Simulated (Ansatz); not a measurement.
Input for Ansatz (development build ahead of 0.2.0):

```yaml
crystal:
  periodic: [false, false, false]
  atoms:
    - { symbol: Ni, position_ang: [0.0, 0.0, 0.0] }
    - { symbol: Ni, position_ang: [0.0, 0.0, 2.2] }
basis:
  gaussian: { orbitals: def2-SVP }
magnetization:
  spin_polarized: true
hamiltonian:
  xc: hf
scf:
  omitted_lower_state_checks: [starts, atomic_configurations, cluster_reference, orbital_swaps, given_window_search, neighbouring_geometries, increment]
output:
  forces: true
```

The input is written out in the form of the current development build from the run's settings.

Output:

- Converged: yes
- Total energy: -3013.12604 hartree
- Spin squared of the determinant: 2.245
- Stability test: minimum

Forces (eV/Å):
```csv
atom,Fx,Fy,Fz
Ni1,0.000,0.000,-5.039
Ni2,0.000,0.000,5.039
```

This is not the lowest solution: another run reaches a determinant 2.46 eV lower. Caution: another spin multiplicity may lie lower; the unrestricted determinant is a mixture of spin states.
